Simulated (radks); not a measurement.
Task: The potassium ion K11+ is in [He] 2s2 2p(1/2: 2, 3/2: 2). Calculated with a radial shooting solver on a logarithmic mesh with Libxc functionals: Dirac Kohn-Sham, relativistic LDA (MacDonald-Vosko exchange, VWN5 correlation), spin-unpolarised, spherical densities, finite nucleus; Fermi nuclear charge, rms radius of each element as measured or else 0.836 A^(1/3) + 0.57 fm. Sub-shells are occupied by j as written (lower j first in brackets). One electron is removed from 2p3/2, 2s1/2, 2p1/2, 1s1/2 in turn, with full relaxation. Which removal costs least, and what does each cost?

Result: 2p3/2 637.21 eV; 2p1/2 640.78 eV; 2s1/2 696.73 eV; 1s1/2 4011.6 eV. The 2p3/2 electron leaves first.
